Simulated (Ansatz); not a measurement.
A search over several starts for the lowest SCF solution of LiPt3⁺ at the given spin, in a small basis.

```yaml
crystal:
  periodic: [false, false, false]
  atoms:
    - {symbol: Li, position_ang: [-0.995265, -0.929164, 0.658147]}
    - {symbol: Pt, position_ang: [1.248845, 0.128052, 0.910918]}
    - {symbol: Pt, position_ang: [-0.659745, 1.390424, -0.193002]}
    - {symbol: Pt, position_ang: [0.406165, -0.589301, -1.376053]}
basis:
  gaussian: {orbitals: def2-SVP}
total_charge: 1
hamiltonian: {xc: pbe0, dispersion: d4}
output: {orbitals: {seedname: orbitals}}
```

```sh
$ ansatz run in.yaml --threads 4 --pin off --events-out ev --progress --plain --max-ram 3916MiB
```

Output, abridged:

```
Functional definition: PBE0
1150 factors; their error is unknown
mean field evaluation 1: about -9928.1359 eV, gradient 7.3e1 eV
mean field evaluation 2: about -9892.4884 eV, gradient 1.6e2 eV
mean field evaluation 4: about -9939.3388 eV, gradient 9.8e0 eV
mean field evaluation 8: about -9939.5103 eV, gradient 1.3e-1 eV
mean field evaluation 16: about -9939.7672 eV, gradient 1.6e-3 eV
mean field -9939.76717791 eV, -365.2797063719 hartree, gradient 5.6e-5 eV, S^2 0.000000; 0 other end points of the search recorded, 0 dependent functions left out
reference -9939.76722380 eV, -365.2797080586 hartree; 28, 28 occupied and 77, 77 virtual orbitals, 1150 factors
Total energy: -9939.91802249 eV, -365.2852498080 hartree
```

Hardware: 4 threads of Arm Neoverse V1 on a shared host. Wall time 1.9 s.

In the def2 sets Pt takes a core potential; there is no spin–orbit coupling. A triplet lies near this restricted singlet, and broken spin symmetry wasn't tried. The structure comes from a short search, and lower isomers may exist.
